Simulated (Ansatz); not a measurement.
One change: `F[SiH2][GeH]([F])[Cl]` becomes `[F][GeH]([Cl])[I]`.

Ansatz, PBE0-D4/def2-TZVP geometries, multiplicity 1. Each molecule was computed in one conformer, which needn't be the lowest.

Elements past krypton have def2 core potentials. Scalar relativity is left out up to krypton.

| property | `F[SiH2][GeH]([F])[Cl]` |
| --- | --- |
| LUMO energy (PBE0/def2-TZVPP) / eV | -1.42 |
| size of the dipole moment (PBE/def2-TZVPP) / D | 3.07 |
| HOMO–LUMO gap (PBE/def2-TZVPP) / eV | 5.01 |
| HOMO–LUMO gap (B3LYP/def2-TZVPP) / eV | 6.72 |
| HOMO energy (ωB97M-V/def2-TZVPP) / eV | -10.62 |
| HOMO energy (B3LYP/def2-TZVPP) / eV | -8.34 |

(1) What does the change do to each property? (An estimate is asked.)

## Answers

(1) Ansatz gave: 
| property | `[F][GeH]([Cl])[I]` | shift |
| --- | --- | --- |
| LUMO energy (PBE0/def2-TZVPP) / eV | -1.82 | -0.40 |
| size of the dipole moment (PBE/def2-TZVPP) / D | 1.68 | -1.39 |
| HOMO–LUMO gap (PBE/def2-TZVPP) / eV | 4.43 | -0.58 |
| HOMO–LUMO gap (B3LYP/def2-TZVPP) / eV | 5.93 | -0.79 |
| HOMO energy (ωB97M-V/def2-TZVPP) / eV | -10.43 | 0.19 |
| HOMO energy (B3LYP/def2-TZVPP) / eV | -8.04 | 0.30 |

With PBE0 the HOMO rises by 0.26 eV and the LUMO falls by 0.40 eV, so the gap narrows by about 0.66 eV. PBE moves the HOMO by 0.15 eV and ωB97M-V by 0.19 eV. Dipoles are sizes alone; their direction can turn.

B3LYP here is the variant with VWN-RPA as its local correlation; programs differ in this.

Spin–orbit coupling is left out; it splits and shifts lone-pair levels of the heavy atoms by tenths of an eV.
